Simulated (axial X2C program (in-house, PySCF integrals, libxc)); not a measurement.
## Low determinants of FeS at the PBE0 level, two-component

All values were computed with an in-house relativistic program for diatomic molecules. Two-component (2c) means X2C with spin–orbit coupling and atomic mean-field two-electron Coulomb and Gaunt terms. Basis: Fe dyall-cv3z [9s10p6d3f2g], S dyall-av3z [9s8p3d2f] (cores contracted in-house); Gaussian nuclei, density fitting, unrestricted open shells. Masses: Fe 55.935 u, S 31.972 u.

Search at 2.030 Å (vertical energies from the lowest determinant):

```tsv
ΔE (eV)	state	electrons beyond evenly filled partner blocks	electrons in ±ω = 1/2, 3/2, 5/2, 7/2
0.00	Ω = 2	ω = -1/2, ω = 5/2	31 10 1 0
0.02	Ω = 4	ω = 3/2, ω = 5/2	30 11 1 0
0.31	Ω = 3	ω = 1/2, ω = 5/2	31 10 1 0
0.37	Ω = 1	ω = -3/2, ω = 5/2	30 11 1 0
0.96	Ω = 2	ω = 1/2, ω = 3/2	31 9 2 0
1.41	Ω = 1	ω = -3/2, ω = 5/2	32 9 1 0
1.80	Ω = 4	ω = 3/2, ω = 5/2	32 9 1 0
```

Lowest determinant, Ω = 2 (⟨Sz⟩ = 2.00, ⟨Lz⟩ = 0.00 at PBE0): Re = 1.987 Å, ωe = 545.1 cm⁻¹.

The determinant in row 2 of the search, Ω = 4 (⟨Sz⟩ = 2.00, ⟨Lz⟩ = 2.00 at PBE0), was followed along the bond at PBE0; measured from the minimum of the lowest determinant it gives:

Te = 0.036 eV (292 cm⁻¹), Re = 2.013 Å, ωe = 529.8 cm⁻¹.

(1) Compare the bond of the determinant in row 2 with that of the lowest one.

The search compares states at one distance, so a state with another bond length can lie lower; it is not exhaustive and yields mostly the lowest determinant of each block pattern, so other components and higher states of one pattern are missing. These are energies of single determinants, not of spin-adapted states; PBE0 term energies can be off by some tenths of an eV, and the functional has no current term. Open-shell Ω = 0 determinants with evenly filled partner blocks cannot be reached by this program, so the Ω shown need not be the lowest component. The lowest determinant need not be the ground state where others lie within half an eV.

## Answers

(1) At PBE0 its Re is 0.026 Å longer and its force constant, which goes as ωe², is 0.94 times that of the lowest determinant. T0 ≈ Te + Δωe/2 = 292 + (-8) = 284 cm⁻¹.
